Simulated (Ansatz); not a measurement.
Stepwise reaction of `CC(C)[Si]C(C)C` with ammonia, as a gas-phase model of exchange steps in deposition or etching. ΔE in kJ/mol.

Program: Ansatz. Geometries: PBE0-D4/def2-TZVP. ΔE: electronic, gas phase. CBS: MP2 limit from def2 TZ/QZ plus the TZ coupled-cluster correction, frozen cores. This one scheme is used for every species. DFT in def2-TZVPP. B3LYP here is the variant with VWN-RPA as its local correlation; programs differ in this. Each species was taken in one conformer, which may not be the lowest.

| step | reaction | PBE-D4 | B3LYP-D4 | ωB97M-V | CCSD(T)/CBS |
| --- | --- | --- | --- | --- | --- |
| 1 | `CC(C)[Si]C(C)C` + NH₃ → `CC(C)[Si]N` + `CCC` | -134.3 | -140.5 | -138.4 | -134.0 |
| 2 | `CC(C)[Si]N` + NH₃ → `N[Si]N` + `CCC` | -104.6 | -113.8 | -113.6 | -109.7 |

(1) By hand: ΔE of the 2 steps together at CCSD(T)/CBS.

Results:

(1) (-134.0) + (-109.7) = -243.7 kJ/mol, or -121.8 kJ/mol a step.

In ΔE each step is higher than the one before. All are downhill at CCSD(T)/CBS. PBE-D4 differs from CCSD(T)/CBS by -0.3 to 5.1 kJ/mol a step. Isolated molecules leave out the surface, adducts and barriers. Largest T1 diagnostic: 0.013.
